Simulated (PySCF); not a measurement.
Compound: C3H9FSi2.
SMILES: `FC1C[SiH2][SiH2]C1`

The closed-shell SCF was solved with PySCF and density fitting under several settings on one GFN2-xTB geometry (grid level 2 and gas phase unless stated).

```csv
settings,basis functions,SCF cycles,E (Eh),HOMO (eV),LUMO (eV),dipole (D)
PBE0/pcSseg-1,161,12,-798.0366,-7.93,0.14,1.82
PBE0/def2-SVPD,203,12,-797.7541,-7.89,0.00,1.89
"PBE0/6-31G, IEF-PCM water, grid level 4",80,12,-797.9427,-7.73,0.80,2.81
```

Problem. Estimate the rows for these settings: (1) PBE0/6-31++G**, grid level 1; (2) PBE0/aug-cc-pVDZ, grid level 3.

Solution. 
```tsv
settings	basis functions	SCF cycles	E (Eh)	HOMO (eV)	LUMO (eV)	dipole (D)
PBE0/6-31++G**, grid level 1	170	10	-798.0621	-7.86	-0.31	1.94
PBE0/aug-cc-pVDZ, grid level 3	227	12	-798.1034	-7.84	-0.32	1.86
```

Problem. Over all rows, what range does the HOMO–LUMO gap span?

Solution. From 7.52 eV (PBE0/aug-cc-pVDZ, grid level 3) to 8.53 eV (PBE0/6-31G, IEF-PCM water, grid level 4).

Problem. Compare two rows with the functional PBE0: PBE0/6-31++G**, grid level 1 and PBE0/pcSseg-1. Which energy is lower, and by how much?

Solution. PBE0/6-31++G**, grid level 1 (170 functions) lies 0.0255 Eh or 16 kcal/mol below PBE0/pcSseg-1 (161 functions).

Whole jobs, the steps after the SCF included, on one thread of an Arm Neoverse N1, on a shared host:

```tsv
settings	work after the SCF	wall time	peak memory
PBE0/pcSseg-1	shieldings, ring-centre shieldings, charges and field gradients, density and orbital grids written	38 s	0.74 GiB
PBE0/def2-SVPD	6 singlets by full TDDFT, 2 Tamm–Dancoff triplets, polarisability, density and orbital grids written	53 s	0.84 GiB
PBE0/6-31G, IEF-PCM water, grid level 4	shieldings, ring-centre shieldings, charges and field gradients	29 s	0.58 GiB
PBE0/6-31++G**, grid level 1	spin–spin couplings from 15 perturbed nuclei, spin–dipole term for 3 of them	53 s	0.89 GiB
PBE0/aug-cc-pVDZ, grid level 3	shieldings, ring-centre shieldings, charges and field gradients	67 s	0.92 GiB
```

Cycle counts include a coarse-grid stage where the run had one. All basis functions are spherical, in the Pople sets too. The species at its GFN2-xTB geometry (one conformer only).
